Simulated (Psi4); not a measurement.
F (SMILES [F-]), charge -1, singlet (a gas-phase anion, which may not be bound at this level); MP2/aug-cc-pVDZ (Psi4).

Input for Psi4:
```
memory 2 GB

molecule {
-1 1
  F     0.00000000    0.00000000    0.00000000
}

set basis aug-cc-pvdz
set freeze_core true

energy('mp2')
print_variables()
```

Problem. Predict the main parts of the log of this Psi4 run.

Solution. 
```
    SCF Algorithm Type (re)set to DF.

   => Loading Basis Set <=

    Name: AUG-CC-PVDZ
    Role: ORBITAL
    Keyword: BASIS

         ---------------------------------------------------------
                                   SCF
               by Justin Turney, Rob Parrish, Andy Simmonett
                          and Daniel G. A. Smith
                              RHF Reference
         ---------------------------------------------------------

  ==> Geometry <==

    Molecular point group: d2h
    Geometry (in Angstrom), charge = -1, multiplicity = 1:

       Center              X                  Y                   Z               Mass
    ------------   -----------------  -----------------  -----------------  -----------------
         F            0.000000000000     0.000000000000     0.000000000000    18.998403162730

  Running in d2h symmetry.

  Rotational constants: A = ************  B = ************  C = ************ [cm^-1]
  Rotational constants: A = ************  B = ************  C = ************ [MHz]
  Nuclear repulsion =    0.000000000000000

  Charge       = -1
  Multiplicity = 1
  Electrons    = 10
  Nalpha       = 5
  Nbeta        = 5

  ==> Algorithm <==

  SCF Algorithm Type is DF.
  DIIS enabled.
  MOM disabled.
  Fractional occupation disabled.
  Guess Type is CORE.
  Energy threshold   = 1.00e-08
  Density threshold  = 1.00e-08
  Integral threshold = 1.00e-12

  ==> Primary Basis <==

  Basis Set: AUG-CC-PVDZ
    Blend: AUG-CC-PVDZ
    Number of shells: 9
    Number of basis functions: 23
    Number of Cartesian functions: 25
    Spherical Harmonics?: true
    Max angular momentum: 2

   => Loading Basis Set <=

    Name: (AUG-CC-PVDZ AUX)
    Role: JKFIT
    Keyword: DF_BASIS_SCF

  ==> Integral Setup <==

  SCF_SUBTYPE=INCORE selected. In-core MEM_DF algorithm will be used.
  Using in-core AOs.

  ==> MemDFJK: Density-Fitted J/K Matrices <==

    J tasked:                   Yes
    K tasked:                   Yes
    wK tasked:                   No
    Algorithm:                 Core
    Schwarz Cutoff:           1E-12
    Mask sparsity (%):       0.0000
    Fitting Condition:        1E-10

   => Auxiliary Basis Set <=

  Basis Set: (AUG-CC-PVDZ AUX)
    Blend: AUG-CC-PVDZ-JKFIT
    Number of shells: 28
    Number of basis functions: 86
    Number of Cartesian functions: 101
    Spherical Harmonics?: true
    Max angular momentum: 3

  Minimum eigenvalue in the overlap matrix is 9.7441601769E-02.
  Reciprocal condition number of the overlap matrix is 4.4315832532E-02.
    Using symmetric orthogonalization.

  ==> Pre-Iterations <==

  SCF Guess: Core (One-Electron) Hamiltonian.

   -------------------------------------------------------
    Irrep   Nso     Nmo     Nalpha   Nbeta   Ndocc  Nsocc
   -------------------------------------------------------
     Ag         8       8       2       2       2       0
     B1g        2       2       0       0       0       0
     B2g        2       2       0       0       0       0
     B3g        2       2       0       0       0       0
     Au         0       0       0       0       0       0
     B1u        3       3       1       1       1       0
     B2u        3       3       1       1       1       0
     B3u        3       3       1       1       1       0
   -------------------------------------------------------
    Total      23      23       5       5       5       0
   -------------------------------------------------------

  ==> Iterations <==

                           Total Energy        Delta E     RMS |[F,P]|

   @DF-RHF iter   1:   -93.01332368847741   -9.30133e+01   3.01905e-01 ADIIS
   @DF-RHF iter   2:   -89.39557160445185    3.61775e+00   2.79023e-01 ADIIS
   @DF-RHF iter   3:   -99.33119299867045   -9.93562e+00   5.39473e-02 ADIIS/DIIS
   @DF-RHF iter   4:   -99.42296418160602   -9.17712e-02   1.36415e-02 ADIIS/DIIS
   @DF-RHF iter   5:   -99.42828817478795   -5.32399e-03   4.19552e-04 ADIIS/DIIS
[...]

[...]
    Final Occupation by Irrep:
             Ag   B1g   B2g   B3g    Au   B1u   B2u   B3u
    DOCC [     2,    0,    0,    0,    0,    1,    1,    1 ]
    NA   [     2,    0,    0,    0,    0,    1,    1,    1 ]
    NB   [     2,    0,    0,    0,    0,    1,    1,    1 ]

  @DF-RHF Final Energy:   -99.42829343251235

   => Energetics <=

    Nuclear Repulsion Energy =              0.0000000000000000
    One-Electron Energy =                -143.9132172781040708
    Two-Electron Energy =                  44.4849238455917231
    Total Energy =                        -99.4282934325123477

Computation Completed

Properties will be evaluated at   0.000000,   0.000000,   0.000000 [a0]

Properties computed using the SCF density matrix

 Multipole Moments:

 ------------------------------------------------------------------------------------
     Multipole            Electronic (a.u.)      Nuclear  (a.u.)        Total (a.u.)
 ------------------------------------------------------------------------------------

 L = 1.  Multiply by 2.5417464519 to convert [e a0] to [Debye]
 Dipole X            :          0.0000000            0.0000000            0.0000000
 Dipole Y            :          0.0000000            0.0000000            0.0000000
 Dipole Z            :          0.0000000            0.0000000            0.0000000
 Magnitude           :                                                    0.0000000

 ------------------------------------------------------------------------------------

  //>>>>>>>>>>>>>>>>>>>>>>>>>>>>>>>>>>>//
  //               DFMP2               //
  //<<<<<<<<<<<<<<<<<<<<<<<<<<<<<<<<<<<//

   => Loading Basis Set <=

    Name: (AUG-CC-PVDZ AUX)
    Role: RIFIT
    Keyword: DF_BASIS_MP2

	 --------------------------------------------------------
	                          DF-MP2
	      2nd-Order Density-Fitted Moller-Plesset Theory

	        Rob Parrish, Justin Turney, Andy Simmonett,
	           Ed Hohenstein, and C. David Sherrill
	 --------------------------------------------------------

   => Auxiliary Basis Set <=

  Basis Set: (AUG-CC-PVDZ AUX)
    Blend: AUG-CC-PVDZ-RI
    Number of shells: 22
    Number of basis functions: 72
    Number of Cartesian functions: 86
    Spherical Harmonics?: true
    Max angular momentum: 3

	 --------------------------------------------------------
	                 NBF =    23, NAUX =    72
	 --------------------------------------------------------
	   CLASS    FOCC     OCC    AOCC    AVIR     VIR    FVIR
	   PAIRS       1       5       4      18      18       0
	 --------------------------------------------------------

	-----------------------------------------------------------
	 ==================> DF-MP2 Energies <====================
	-----------------------------------------------------------
	 Reference Energy          =     -99.4282934325123477 [Eh]
	 Singles Energy            =      -0.0000000000000000 [Eh]
	 Same-Spin Energy          =      -0.0661985675385575 [Eh]
	 Opposite-Spin Energy      =      -0.1714504157795364 [Eh]
	 Correlation Energy        =      -0.2376489833180939 [Eh]
	 Total Energy              =     -99.6659424158304432 [Eh]
	-----------------------------------------------------------
	 ================> DF-SCS-MP2 Energies <==================
	-----------------------------------------------------------
	 SCS Same-Spin Scale       =       0.3333333333333333 [-]
	 SCS Opposite-Spin Scale   =       1.2000000000000000 [-]
	 SCS Same-Spin Energy      =      -0.0220661891795192 [Eh]
	 SCS Opposite-Spin Energy  =      -0.2057404989354437 [Eh]
	 SCS Correlation Energy    =      -0.2278066881149629 [Eh]
	 SCS Total Energy          =     -99.6561001206273147 [Eh]
	-----------------------------------------------------------

  Variable Map:
  ----------------------------------------------------------------------------
[...]
  Array Variable Map:
  ----------------------------------------------------------------------------
[...]
[...]
```
